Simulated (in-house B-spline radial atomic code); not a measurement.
How G0W0 and RPA depend on the start: the niobium ion Nb⁵⁺

Configuration [Ar] 3d10 4s2 4p6. Computed with an all-electron radial atomic-structure program (B-spline basis): all electrons, scalar-relativistic (spin-free one-electron X2C), finite nucleus, each spin shell either full or empty, empty states to l = 9 with an (l + 1/2)⁻⁴ tail; G0W0 by contour deformation at full frequency.

| start | mean-field 4p (eV) | G0W0 (eV) | QP weight | RPA correlation (Eh) |
| --- | --- | --- | --- | --- |
| Hartree-Fock | -102.42 | -103.26 | 0.972 | -2.5449 |
| LDA VWN5 | -94.11 | -102.91 | 0.953 | -2.7623 |
| PBE | -93.98 | -102.89 | 0.953 | -2.7586 |
| PBE0 | -96.45 | -102.99 | 0.960 | -2.6993 |
| r2SCAN | -94.78 | -102.95 | 0.957 | -2.7209 |
| HSE06 | -95.98 | -103.00 | 0.959 | -2.7038 |
| B3LYP (VWN-RPA) | -95.93 | -102.99 | 0.958 | -2.712 |
| SCAN | -94.84 | -102.92 | 0.957 | -2.7193 |
| TPSS | -94.26 | -102.93 | 0.954 | -2.7467 |
| BHandHLYP | -98.67 | -103.11 | 0.965 | -2.645 |
| CAM-B3LYP | -97.87 | -103.07 | 0.963 | -2.6884 |
| LC-wPBE | -99.30 | -103.10 | 0.965 | -2.6902 |
| PBEsol | -93.96 | ? | ? | ? |
| BLYP | -93.76 | -102.90 | 0.952 | -2.7597 |
| r2SCAN0 | -96.97 | ? | ? | ? |
| LDA exchange-only | -92.32 | -102.97 | 0.951 | -2.7616 |

What G0W0 level, weight and RPA correlation energy follow from the r2SCAN0 start?

G0W0 level -103.03 eV, weight 0.962, RPA correlation -2.6742 hartree.

What G0W0 level, weight and RPA correlation energy follow from the PBEsol start?

G0W0 level -102.89 eV, weight 0.953, RPA correlation -2.76 hartree.

How much of the dependence on the start does G0W0 remove?

The mean-field levels span 10.1 eV and the G0W0 levels 0.377 eV. Against 102.069 ± 0.006 eV (NIST, semi-empirical) the G0W0 removal energies are off by +0.82 to +1.20 eV, with spin-orbit coupling, Breit and QED terms left out.
